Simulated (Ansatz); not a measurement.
Reaction (hydrogen abstraction from the N–H bond): `N[SiH](F)F` + Cl• → `[NH][SiH](F)F`• + HCl

Computed with Ansatz on PBE0-D4/def2-TZVP structures; ΔE is electronic, products minus reactants. CBS: MP2 limit from def2 TZ/QZ plus the TZ coupled-cluster correction, frozen cores. This one scheme is used for every species, atoms too. DFT in def2-TZVPP. HSE06 is defined as in plane-wave codes. No spin–orbit coupling; open shells (•) take unrestricted orbitals. Spin–orbit coupling would lower the free atoms: a little for Cl. Each species was taken in one conformer, which may not be the lowest.

`N[SiH](F)F`:

Z-matrix (Å, degrees):
```
Si
F 1 1.586
F 1 1.591 2 104.6
N 1 1.684 2 108.1 3 122.7
H 1 1.470 2 111.4 3 -115.3
H 4 1.006 1 121.4 2 160.3
H 4 1.007 1 122.6 2 -42.8
```

`[NH][SiH](F)F`•:

```xyz
6

N     0.370   -0.138   -1.293
Si   -0.011    0.194    0.358
F     1.310    0.687    1.071
F    -0.516   -1.071    1.173
H    -0.119   -0.924   -1.725
H    -1.035    1.251    0.416
```

HCl:

```xyz
2

Cl    0.038   -0.427    0.475
H    -0.038    0.427   -0.475
```

```csv
level,ΔE (eV)
HSE06-D4,0.59
ωB97M-V,0.63
r2SCAN,0.48
LC-ωPBE,0.69
HF/def2-SVP,0.76
HF/def2-TZVPP,0.63
MP2/def2-TZVPP,0.77
CCSD/def2-TZVPP,0.69
```

What does CCSD(T)/CBS give? (Estimate.)

Ansatz gave: +0.67 eV. The listed levels differ from it by -0.08, -0.04, -0.19, 0.02, 0.09, -0.04, 0.10, 0.02 eV.

Largest T1 diagnostic among the species: 0.012.

From r2SCAN to r2SCAN0 (25 % exact exchange), in def2-TZVPP and without D4, ΔE moves by +0.07 eV. At CCSD(T), def2-SVP lies +0.15 eV from the extrapolated value and def2-TZVPP +0.01 eV.

CCSD(T)/CBS has its own doubt, a few kJ/mol and more with outer-core shells, so smaller differences from it don't rank the levels.
